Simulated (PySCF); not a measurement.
Working out the ionisation energy of P²⁺

P²⁺ [Ne] 3s2 3p1 (2P) → P³⁺ [Ne] 3s2 (1S). Calculation: PySCF 2.14, in x2c-QZVPPall; the spin-free X2C one-electron Hamiltonian (Gaussian nucleus). Frozen: 1s2. Energies in hartree (1 hartree = 27.21139 eV):

```tsv
part	P²⁺ (lower)	P³⁺ (upper)
UHF	-340.469438	-339.382384
CCSD correlation	-0.252562	-0.235548
(T)	-0.003248	-0.002267
```

**Question.** What does Hartree-Fock give?

**Answer.** (-339.382384) − (-340.469438) = 1.087054 hartree = 29.580 eV.

**Question.** What do CCSD and CCSD(T) give?

**Answer.** The CCSD correlation energies differ by 0.017014 hartree = 0.463 eV and the triples by 0.000981 hartree = 0.027 eV, so CCSD gives 30.043 eV and CCSD(T) 30.070 eV.

A first-order spin-orbit estimate adds 0.041 eV to CCSD(T) (valence and next inner shell), giving 30.111 eV against 30.203 eV (measured; NIST Atomic Spectra Database, ionization energies).

What remains against the reference includes basis incompleteness, the frozen core and higher excitations.
